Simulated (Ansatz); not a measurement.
CH6AlInOS, SMILES `C[S][AlH][O][InH2]`, relaxed with RKS PBE0-D4/def2-TZVP in the Gaussian-basis code of Ansatz from a GFN2-xTB geometry. The force threshold is 0.005 eV/Å; the program also tests the step.

Charge 0, multiplicity 1. In: def2 effective core potential.

Start:

```xyz
11

C     0.570    1.922    0.114
S    -0.030    1.582    1.821
Al   -0.672   -0.523    1.672
O    -0.495   -1.321    0.231
In   -0.150   -1.977   -1.583
H     0.906    0.999   -0.365
H     1.397    2.619    0.204
H    -0.236    2.374   -0.459
H    -1.269   -1.262    2.853
H    -1.298   -3.059   -2.217
H     1.276   -1.354   -2.269
```

How much energy does the relaxation release, and in how many steps? (An estimate is asked.)

Computed: 7.19 kJ/mol, in 49 steps, 4 of them rejected.

Which bonds change most? (An estimate is asked.)

Ansatz gave: Al3–H9 from 1.516 to 1.580 Å; S2–Al3 from 2.206 to 2.177 Å; C1–S2 from 1.840 to 1.822 Å; O4–In5 from 1.959 to 1.976 Å.

Give the relaxed structure. (Estimate.)

Ansatz gave: 
```xyz
11

C     0.367    2.205    0.234
S    -0.160    1.593    1.867
Al   -0.457   -0.529    1.483
O    -0.188   -1.146   -0.048
In   -0.052   -2.318   -1.633
H     0.430    1.392   -0.488
H     1.344    2.675    0.334
H    -0.352    2.945   -0.116
H    -0.923   -1.433    2.692
H    -1.552   -2.523   -2.425
H     1.544   -2.861   -1.901
```
